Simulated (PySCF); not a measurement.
AlF3, SMILES [Al-]([F])([F])[F], charge -1, multiplicity 2.

Geometry optimised at PBE-D3(BJ)/def2-SVPD.

Computed with IEF-PCM-ωB97X/def2-SVPD (PySCF).

The values are the electrostatic part of the solvation free energy, E(continuum) − E(gas) at the gas-phase geometry, in a cavity of scaled van der Waals radii (PySCF's table); cavitation and dispersion terms are not included. A continuum can't describe solvent molecules that bind to the metal.

```json
[
 {"solvent": "water", "ε": "78.36", "ΔG(elec) (kcal/mol)": "-55.3"},
 {"solvent": "ethanol", "ε": "24.85", "ΔG(elec) (kcal/mol)": "-53.7"},
 {"solvent": "benzene", "ε": "2.27", "ΔG(elec) (kcal/mol)": "-31.1"}
]
```
